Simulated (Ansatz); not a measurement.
`C=[CH][GeH3]` + `F[SiH]1CO1` → `F[Si]1([GeH3])CO1` + `C=C`  (formal exchange of groups at a Ge–C bond)

Gas-phase electronic energies from Ansatz, PBE0-D4/def2-TZVP geometries. CCSD(T)/CBS is the MP2 limit (def2-TZVPP, def2-QZVPP) plus CCSD(T) − MP2 in def2-TZVPP, frozen cores. This one scheme is used for every species. Functionals use def2-TZVPP. B3LYP here is the variant with VWN-RPA as its local correlation; programs differ in this. For Ge outer-core shells are correlated without core-valence functions, which leaves a few kJ/mol of doubt a bond. Scalar relativity is left out up to krypton.

```csv
level,ΔE (kcal/mol),difference from CCSD(T)/CBS
PBE-D4,-10.2,-3.1
r2SCAN-D4,-8.7,-1.6
PBE0-D4,-9.4,-2.3
B3LYP-D4,-8.6,-1.5
ωB97X-V,-7.5,-0.4
ωB97M-V,-7.4,-0.3
B2PLYP,-7.2,-0.1
PBE,-10.0,-2.9
r2SCAN,-8.6,-1.5
PBE0,-9.1,-2.0
B3LYP,-8.2,-1.1
HF/def2-TZVPP,-5.2,1.9
MP2/def2-TZVPP,-5.4,1.7
SCS-MP2/def2-TZVPP,-5.1,2.0
CCSD/def2-TZVPP,-6.4,0.7
CCSD(T)/def2-TZVPP,-6.6,0.5
HF/def2-QZVPP,-5.2,1.9
MP2/def2-QZVPP,-5.8,1.3
SCS-MP2/def2-QZVPP,-5.3,1.8
HF/CBS(def2),-5.2,1.9
MP2/CBS(def2),-6.0,1.1
CCSD/CBS(def2),-7.0,0.1
CCSD(T)/CBS,-7.1,0
```

Largest T1 diagnostic among the species: 0.013.

From PBE to PBE0 (25 % exact exchange), in def2-TZVPP and without D4, ΔE moves by +0.9 kcal/mol.
